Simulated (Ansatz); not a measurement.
Basis-set extrapolation for CH$_{7}$ClSSi$_{2}$ (`C[SiH2]S[SiH2]Cl`) (PBE0-D4/def2-TZVP geometry, frozen core, Ansatz). Multiplicity 1, RHF reference.

|  | def2-TZVPP | def2-QZVPP |
| --- | --- | --- |
| HF | -1477.023651 | -1477.067642 |
| MP2 correlation | -0.792318 | -0.858837 |
| CCSD(T) correlation | -0.902246 | not run |

Energies in hartree. Use E(X) = E(∞) + A·exp(−7.88·√X) for Hartree–Fock and E(X) = E(∞) + B·X^(−2.97) for correlation, with X = 3 and 4, and add CCSD(T) minus MP2 of the smaller set to the MP2 limit.

Q: What is the CCSD(T) energy at the basis-set limit?

A: HF limit: -1477.067642 + (-0.043991) × 0.13774 = -1477.07370. MP2 limit: -0.858837 + (-0.066519) × 0.74074 = -0.90811. Higher-order term: -0.902246 − (-0.792318) = -0.10993. Total: -1478.09174 hartree, 4.51 eV below CCSD(T)/def2-TZVPP.
